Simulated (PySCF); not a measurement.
# 2 GeH₃ → GeH₂ + GeH₄

Level: PBE0 in the def2-TZVP basis family, all electrons, no relativity, computed in PySCF with density fitting; open shells unrestricted.

```
species                                  state and structure       E (Eh)  ZPE (kJ/mol)  H(298 K) − H(0) (kJ/mol)  S° (J/(mol K))
   GeH₃  doublet, C3v, Ge–H 1.539 Å (×3); H–Ge–H 111.2° (×3)  -2078.47980          52.7                      10.6           230.0
   GeH₂        singlet, C2v, Ge–H 1.594 Å (×2); H–Ge–H 90.6°  -2077.87561          28.7                      10.0           220.6
   GeH₄                       singlet, Td, Ge–H 1.534 Å (×4)  -2079.11846          77.8                      10.7           217.5
```

(1) What is the electronic reaction energy?

(2) Add zero-point, thermal and entropy terms for 298.15 K and 1 bar.

Answers

(1) At PBE0/def2-TZVP, ΔE = -90.5 kJ/mol from the differences of the total energies times 2625.5, downhill. The bond broken in GeH₃ is weaker than the one that a second molecule gains.

(2) ΔZPE = 1.1 and Δ[H(298) − H(0)] = -0.5 kJ/mol give ΔH° = -89.9 kJ/mol. ΔS° = -21.9 J/(mol K), so ΔG° = -89.9 − 298.15 × (-0.0219) = -83 kJ/mol and log₁₀K = 14.6.

Each species is the lowest minimum found with this bonding; other isomers or fragments can lie lower.
